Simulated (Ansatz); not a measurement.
`CBCl` + `N[SiH](O)S` → `CS[SiH](N)O` + `BCl`  (substitution at a C–B bond)

Program: Ansatz. Geometries: PBE0-D4/def2-TZVP. ΔE: electronic, gas phase. CBS: MP2 limit from def2 TZ/QZ plus the TZ coupled-cluster correction, frozen cores. This one scheme is used for every species. DFT in def2-TZVPP. Each species was taken in one conformer, which may not be the lowest.

```csv
level,ΔE (kJ/mol)
PBE0-D4,72.8
ωB97X-V,69.9
r2SCAN,76.2
SCS-MP2/def2-QZVPP,66.8
```

(1) What does CCSD(T)/CBS give? (Estimate.)

Largest T1 diagnostic among the species: 0.012.

Answers

(1) The calculation gave: +69.4 kJ/mol. The listed levels differ from it by 3.4, 0.5, 6.8, -2.6 kJ/mol.

The D4 term adds −4.0 kJ/mol with B3LYP and −2.3 kJ/mol with PBE0; it sums over pairs of atoms, weighted by their polarisabilities, and B3LYP, whose exchange is more repulsive, gets the larger term.

B3LYP here is the variant with VWN-RPA as its local correlation; programs differ in this.
